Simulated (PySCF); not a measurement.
Si(H)2(I)(OH) (H3IOSi), SMILES O[SiH2]I.

Coordinates come from a B3LYP-D3(BJ)/def2-SVP optimisation. The def2 effective core potentials stand for the cores of I; spin–orbit coupling is left out. One conformer was computed; it need not be the lowest.

Calculation: PySCF 2.14.0 with TDA-M06-2X/def2-SVPD.

Vertical excitations. 

Problem. Estimate the UV-visible absorptions. (An estimate is asked for; the answer gives what the named calculation found.)

Solution. 
| state | energy (eV) | λ (nm) | f | main pairs |
|---|---|---|---|---|
| S1 | 5.76 | 215 | 0.011 | HOMO→LUMO 90 % |
| S2 | 5.92 | 209 | 0.008 | HOMO−1→LUMO 91 % |
| S3 | 6.48 | 191 | 0.003 | HOMO→LUMO+1 84 % |
| S4 | 6.77 | 183 | 0.025 | HOMO−1→LUMO+1 82 % |
| S5 | 7.19 | 173 | 0.069 | HOMO→LUMO+2 74 %, HOMO→LUMO+5 14 % |
| S6 | 7.38 | 168 | 0.115 | HOMO−1→LUMO+2 72 % |
| S7 | 7.56 | 164 | 0.005 | HOMO−2→LUMO+1 81 % |
| S8 | 7.70 | 161 | 0.002 | HOMO→LUMO+4 47 %, HOMO→LUMO+3 28 %, HOMO→LUMO+2 10 % |
| S9 | 7.77 | 160 | 0.174 | HOMO−2→LUMO 43 %, HOMO→LUMO+7 27 % |
| S10 | 7.81 | 159 | 0.036 | HOMO→LUMO+4 35 %, HOMO→LUMO+3 26 %, HOMO−1→LUMO+3 13 % |
| T1 | 5.39 | 230 | 0 | HOMO→LUMO 89 % |
| T2 | 5.52 | 225 | 0 | HOMO−1→LUMO 89 % |
| T3 | 6.37 | 195 | 0 | HOMO−1→LUMO+1 46 %, HOMO−2→LUMO 23 %, HOMO→LUMO+1 9 % |
| T4 | 6.38 | 194 | 0 | HOMO→LUMO+1 73 % |
Triplets are in the Tamm–Dancoff approximation.
